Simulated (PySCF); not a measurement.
# Electron correlation in Cl²⁺ (chlorine, charge +2)

[Ne] 3s2 3p3, high-spin 4S determinant. Computed with PySCF 2.14 in def2-TZVP (5s5p2d1f, 37 functions), with no relativity, point nucleus. Frozen: [Ne]; 5 electrons correlated.

MP2 pair energies summed by pair of shells (mhartree):

```
 pair  energy  share (%)
3s-3p  -61.99       66.5
3p-3p  -21.84       23.4
3s-3s   -9.38       10.1
```

Total MP2 correlation energy: -93.21 mhartree.

Same-spin part -24.97 and opposite-spin part -68.23 mhartree; SCS-MP2 scales them by 1/3 and 6/5 to -90.21 mhartree.

```csv
level,correlation energy (mhartree)
CCSD,-114.84
(T),-3.26
CCSD(T),-118.10
```

Diagnostics: T1 = 0.0025, D1 = 0.0065, largest double amplitude 0.063.

Cost of the coupled-cluster step: 0.32 s of wall time on 1 thread of Neoverse-V2 (shared host), for 5 correlated electrons.

Iterations:

```
CC2 = 0
CCSD nocc = (np.int64(4), np.int64(1)), nmo = (32, 32)
frozen orbitals [[0, 1, 2, 3, 4], [0, 1, 2, 3, 4]]
max_cycle = 100
direct = 0
conv_tol = 1e-08
conv_tol_normt = 1e-06
diis_space = 8
diis_start_cycle = 0
Init t2, MP2 energy = -0.0932079987350578
Init E_corr(UCCSD) = -0.0932079987402659
cycle = 1  E_corr(UCCSD) = -0.109992630025884  dE = -0.0167846313  norm(t1,t2) = 0.0392765
cycle = 2  E_corr(UCCSD) = -0.113495215118834  dE = -0.00350258509  norm(t1,t2) = 0.0110943
cycle = 3  E_corr(UCCSD) = -0.114861804447346  dE = -0.00136658933  norm(t1,t2) = 0.0038914
cycle = 4  E_corr(UCCSD) = -0.114839938428833  dE = 2.18660185e-05  norm(t1,t2) = 0.000486968
cycle = 5  E_corr(UCCSD) = -0.114839253601399  dE = 6.84827434e-07  norm(t1,t2) = 3.47872e-05
cycle = 6  E_corr(UCCSD) = -0.114838894698126  dE = 3.58903273e-07  norm(t1,t2) = 2.37002e-06
cycle = 7  E_corr(UCCSD) = -0.114838992286746  dE = -9.75886204e-08  norm(t1,t2) = 4.09846e-07
cycle = 8  E_corr(UCCSD) = -0.114838975946905  dE = 1.63398416e-08  norm(t1,t2) = 9.03578e-08
cycle = 9  E_corr(UCCSD) = -0.114838972262462  dE = 3.68444243e-09  norm(t1,t2) = 4.17302e-08
UCCSD converged
E(UCCSD) = -458.3291122187038  E_corr = -0.1148389722624621
UCCSD(T) correction = -0.00326000341025444
```
